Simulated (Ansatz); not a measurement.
CH4Be (SMILES [BeH][CH3]) moved off its minimum; all values from Ansatz (a first-principles code), cores frozen in correlated methods.
(charge 0, multiplicity 1)
```xyz
6

Be    -0.95977    -0.50338    -0.14755
H     -2.14491    -1.14273    -0.29789
C      0.52869     0.27097     0.06429
H      1.00478     0.00706     1.05348
H      0.40841     1.34922     0.08756
H      1.25015     0.05252    -0.69390
```

Forces at B3LYP/def2-TZVPP (eV/Å):

```json
[
 {"atom": "Be1", "Fx": "-0.006", "Fy": "-0.115", "Fz": "0.024"},
 {"atom": "H2", "Fx": "0.284", "Fy": "0.185", "Fz": "0.027"},
 {"atom": "C3", "Fx": "-0.335", "Fy": "-0.339", "Fz": "1.431"},
 {"atom": "H4", "Fx": "-0.434", "Fy": "0.136", "Fz": "-0.854"},
 {"atom": "H5", "Fx": "-0.046", "Fy": "0.342", "Fz": "-0.036"},
 {"atom": "H6", "Fx": "0.537", "Fy": "-0.209", "Fz": "-0.593"}
]
```

Task: Give the forces (eV/Å), the total energy and the dipole at CCSD(T)/aug-cc-pVTZ.

Result: 
```json
[
 {"atom": "Be1", "Fx": "-0.133", "Fy": "-0.179", "Fz": "0.007"},
 {"atom": "H2", "Fx": "0.220", "Fy": "0.149", "Fz": "0.019"},
 {"atom": "C3", "Fx": "-0.210", "Fy": "-0.286", "Fz": "1.469"},
 {"atom": "H4", "Fx": "-0.414", "Fy": "0.125", "Fz": "-0.812"},
 {"atom": "H5", "Fx": "-0.055", "Fy": "0.416", "Fz": "-0.033"},
 {"atom": "H6", "Fx": "0.593", "Fy": "-0.226", "Fz": "-0.650"}
]
```
Energy -55.1108 hartree, dipole 0.52 D.
